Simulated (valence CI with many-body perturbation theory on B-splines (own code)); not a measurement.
Au72+: electric-dipole lines

Method: configuration interaction combined with many-body perturbation theory (CI+MBPT): five valence electrons over a frozen Dirac-Fock core [He], a basis of 11 s, 11 p, 10 d, 8 f, 5 g, 2 h functions for each j, with the one-electron correlation potential Σ1, the two-electron term Σ2, the three-electron term Σ3, Breit, model QED; selected CI, second order for the rest, scaled by the run's own slope (own B-spline code, finite nucleus).

No measured spectrum was set against this ion. As an estimate, large intervals hold to a few tenths of a per cent, small ones and those within an open d or f shell to about a per cent. Among the levels kept, up to 7600 cm⁻¹ of a level comes from second order outside the variational space, and about a tenth of that is noise between levels of different J, which matters for small intervals.

Lines 1 to 50 of 600 in falling wavelength, among levels below 124630 × 10³ cm⁻¹, chosen from the strongest by gf and those to the six lowest levels. Wavelengths and rates use the calculated energies. Electric multipoles are in the length gauge, E1 and E2 with the static RPA response of the core. Weak lines are less certain than strong ones. Lines between different terms over intervals too small for the method are left out, as are lines whose strength nearly cancels. The highest levels of a list are the least certain.

Levels are named by their leading jj configuration (3d3/2^4 stands for four electrons in 3d with j = 3/2), which in mixed levels can hold well under half, so a name can repeat and another be missing. Letters in brackets count levels of one name in rising energy.

| λ vac (nm) | Upper | Lower | A (s⁻¹) | S (a.u.) |
| --- | --- | --- | --- | --- |
| 25.96 | (2s^2 2p1/2^2 4f7/2) J=7/2 | (2s^2 2p1/2^2 4d5/2) J=5/2 | 2.32e+09 | 1.61e-01 |
| 14.66 | (2s^2 2p1/2^2 4f5/2) J=5/2 | (2s^2 2p1/2^2 4d3/2) J=3/2 | 1.20e+10 | 1.12e-01 |
| 12.02 | (2s^2 2p1/2^2 4d5/2) J=5/2 | (2s^2 2p1/2^2 4p3/2) J=3/2 | 3.64e+10 | 1.87e-01 |
| 7.487 | (2s 2p1/2 2p3/2^2 3p1/2) J=5/2 [b] | (2s 2p1/2 2p3/2^2 3s) J=7/2 | 2.60e+10 | 3.23e-02 |
| 5.220 | (2s^2 2p3/2^2 3d5/2) J=5/2 [a] | (2s^2 2p3/2^2 3p3/2) J=3/2 [a] | 5.37e+10 | 2.26e-02 |
| 5.204 | (2s 2p1/2 2p3/2^2 3d5/2) J=5/2 [f] | (2s 2p1/2 2p3/2^2 3p3/2) J=3/2 [f] | 6.79e+10 | 2.83e-02 |
| 5.192 | (2s 2p1/2^2 2p3/2 3d5/2) J=5/2 [a] | (2s 2p1/2^2 2p3/2 3p3/2) J=5/2 [a] | 3.91e+10 | 1.62e-02 |
| 5.183 | (2s 2p1/2 2p3/2^2 3d5/2) J=7/2 [b] | (2s 2p1/2 2p3/2^2 3p3/2) J=5/2 [b] | 5.46e+10 | 3.00e-02 |
| 5.122 | (2s 2p1/2^2 2p3/2 3d5/2) J=9/2 | (2s 2p1/2^2 2p3/2 3p3/2) J=7/2 | 1.15e+11 | 7.64e-02 |
| 5.105 | (2s 2p1/2 2p3/2^2 3d5/2) J=7/2 [e] | (2s 2p1/2 2p3/2^2 3p3/2) J=5/2 [e] | 9.40e+10 | 4.94e-02 |
| 5.085 | (2s 2p1/2^2 2p3/2 3d5/2) J=3/2 [b] | (2s 2p1/2^2 2p3/2 3p3/2) J=1/2 [b] | 8.03e+10 | 2.08e-02 |
| 5.078 | (2s 2p1/2 2p3/2^2 3d5/2) J=11/2 | (2s 2p1/2 2p3/2^2 3p3/2) J=9/2 | 1.18e+11 | 9.16e-02 |
| 5.077 | (2s 2p1/2 2p3/2^2 3d5/2) J=9/2 [a] | (2s 2p1/2 2p3/2^2 3p3/2) J=7/2 [a] | 1.07e+11 | 6.94e-02 |
| 5.059 | (2s 2p1/2^2 2p3/2 3d5/2) J=7/2 [a] | (2s 2p1/2^2 2p3/2 3p3/2) J=5/2 [a] | 9.55e+10 | 4.88e-02 |
| 5.035 | (2s 2p1/2 2p3/2^2 3d5/2) J=7/2 [a] | (2s 2p1/2 2p3/2^2 3p3/2) J=5/2 [a] | 8.02e+10 | 4.04e-02 |
| 5.031 | (2s 2p1/2 2p3/2^2 3d5/2) J=9/2 [b] | (2s 2p1/2 2p3/2^2 3p3/2) J=7/2 [b] | 9.10e+10 | 5.72e-02 |
| 5.023 | (2s 2p1/2^2 2p3/2 3d5/2) J=5/2 [b] | (2s 2p1/2^2 2p3/2 3p3/2) J=3/2 [b] | 9.90e+10 | 3.72e-02 |
| 5.023 | (2s^2 2p1/2 2p3/2 3d5/2) J=7/2 [a] | (2s^2 2p1/2 2p3/2 3p3/2) J=5/2 [a] | 9.92e+10 | 4.97e-02 |
| 5.017 | (2s^2 2p1/2 2p3/2 3d5/2) J=7/2 [b] | (2s^2 2p1/2 2p3/2 3p3/2) J=5/2 [b] | 8.96e+10 | 4.47e-02 |
| 5.016 | (2s 2p1/2 2p3/2^2 3d5/2) J=5/2 [d] | (2s 2p1/2 2p3/2^2 3p3/2) J=3/2 [d] | 8.05e+10 | 3.01e-02 |
| 5.015 | (2s^2 2p1/2 2p3/2 3d5/2) J=5/2 [b] | (2s^2 2p1/2 2p3/2 3p3/2) J=3/2 [b] | 5.98e+10 | 2.23e-02 |
| 5.012 | (2s^2 2p3/2^2 3d5/2) J=7/2 | (2s^2 2p3/2^2 3p3/2) J=5/2 | 7.17e+10 | 3.56e-02 |
| 4.995 | (2s 2p1/2 2p3/2^2 3d5/2) J=7/2 [c] | (2s 2p1/2 2p3/2^2 3p3/2) J=5/2 [c] | 1.05e+11 | 5.16e-02 |
| 4.992 | (2s^2 2p3/2^2 3d5/2) J=9/2 | (2s^2 2p3/2^2 3p3/2) J=7/2 | 9.79e+10 | 6.01e-02 |
| 4.991 | (2s 2p1/2 2p3/2^2 3d5/2) J=9/2 [b] | (2s 2p1/2 2p3/2^2 3p3/2) J=9/2 | 2.57e+10 | 1.58e-02 |
| 4.975 | (2s^2 2p3/2^2 3d5/2) J=5/2 [b] | (2s^2 2p3/2^2 3p3/2) J=3/2 [b] | 9.85e+10 | 3.59e-02 |
| 4.975 | (2s 2p1/2 2p3/2^2 3d5/2) J=7/2 [d] | (2s 2p1/2 2p3/2^2 3p3/2) J=5/2 [d] | 9.47e+10 | 4.60e-02 |
| 4.970 | (2s 2p1/2^2 2p3/2 3d5/2) J=7/2 [b] | (2s 2p1/2^2 2p3/2 3p3/2) J=5/2 [b] | 1.21e+11 | 5.85e-02 |
| 4.935 | (2s^2 2p1/2^2 3d5/2) J=5/2 | (2s^2 2p1/2^2 3p3/2) J=3/2 | 1.21e+11 | 4.30e-02 |
| 4.934 | (2s^2 2p1/2 2p3/2 3d5/2) J=9/2 | (2s^2 2p1/2 2p3/2 3p3/2) J=7/2 | 1.19e+11 | 7.08e-02 |
| 4.930 | (2s 2p1/2 2p3/2^2 3d5/2) J=5/2 [c] | (2s 2p1/2 2p3/2^2 3p3/2) J=3/2 [c] | 1.17e+11 | 4.14e-02 |
| 4.912 | (2s 2p1/2 2p3/2^2 3d5/2) J=5/2 [b] | (2s 2p1/2 2p3/2^2 3p3/2) J=5/2 [b] | 6.10e+10 | 2.14e-02 |
| 4.909 | (2s 2p1/2 2p3/2^2 3d5/2) J=9/2 [c] | (2s 2p1/2 2p3/2^2 3p3/2) J=7/2 [c] | 1.24e+11 | 7.24e-02 |
| 4.895 | (2s 2p1/2 2p3/2^2 3d5/2) J=3/2 [d] | (2s 2p1/2 2p3/2^2 3p3/2) J=1/2 [c] | 8.26e+10 | 1.91e-02 |
| 4.864 | (2s 2p1/2 2p3/2^2 3d5/2) J=5/2 [e] | (2s 2p1/2 2p3/2^2 3p3/2) J=3/2 [e] | 9.07e+10 | 3.09e-02 |
| 4.794 | (2s 2p1/2^2 2p3/2 3d5/2) J=5/2 [a] | (2s 2p1/2^2 2p3/2 3p3/2) J=3/2 [a] | 8.01e+10 | 2.61e-02 |
| 4.769 | (2s^2 2p1/2 2p3/2 3d5/2) J=5/2 [a] | (2s^2 2p1/2 2p3/2 3p3/2) J=3/2 [a] | 8.77e+10 | 2.82e-02 |
| 4.722 | (2s^2 2p1/2 2p3/2 3d5/2) J=3/2 [a] | (2s^2 2p1/2 2p3/2 3p3/2) J=1/2 [a] | 7.53e+10 | 1.56e-02 |
| 4.669 | (2s 2p1/2 2p3/2^2 3d5/2) J=3/2 [b] | (2s 2p1/2 2p3/2^2 3p3/2) J=3/2 [b] | 6.81e+10 | 1.37e-02 |
| 4.515 | (2s 2p1/2 2p3/2^2 3d5/2) J=3/2 [c] | (2s 2p1/2 2p3/2^2 3p3/2) J=1/2 [b] | 8.04e+10 | 1.46e-02 |
| 4.508 | (2s^2 2p1/2^2 4d3/2) J=3/2 | (2s^2 2p1/2^2 4p1/2) J=1/2 | 5.58e+11 | 1.01e-01 |
| 4.486 | (2s 2p1/2^2 2p3/2 3d5/2) J=3/2 [a] | (2s 2p1/2^2 2p3/2 3p3/2) J=3/2 [a] | 8.02e+10 | 1.43e-02 |
| 4.397 | (2s 2p1/2 2p3/2^2 3d5/2) J=7/2 [b] | (2s 2p1/2 2p3/2^2 3p3/2) J=7/2 [b] | 6.50e+10 | 2.18e-02 |
| 4.357 | (2s^2 2p1/2^2 4p3/2) J=3/2 | (2s^2 2p1/2^2 4s) J=1/2 | 7.25e+11 | 1.18e-01 |
| 4.223 | (2s^2 2p3/2^2 3d5/2) J=5/2 [a] | (2s^2 2p3/2^2 3p3/2) J=5/2 | 7.31e+10 | 1.63e-02 |
| 3.963 | (2s 2p1/2 2p3/2^2 3p3/2) J=9/2 | (2s^2 2p3/2^2 3p3/2) J=7/2 | 6.22e+10 | 1.91e-02 |
| 3.608 | (2s 2p1/2^2 2p3/2 3p3/2) J=7/2 | (2s^2 2p1/2 2p3/2 3p3/2) J=5/2 [a] | 6.93e+10 | 1.29e-02 |
| 3.424 | (2s 2p1/2^2 2p3/2^2) J=5/2 | (2s^2 2p1/2 2p3/2^2) J=5/2 | 2.43e+10 | 2.88e-03 |
| 3.330 | (2p1/2^2 2p3/2^2 3p3/2) J=7/2 | (2s 2p1/2 2p3/2^2 3p3/2) J=5/2 [c] | 9.20e+10 | 1.34e-02 |
| 3.219 | (2s 2p1/2^2 2p3/2^2) J=5/2 | (2s^2 2p1/2 2p3/2^2) J=3/2 | 3.63e+10 | 3.59e-03 |
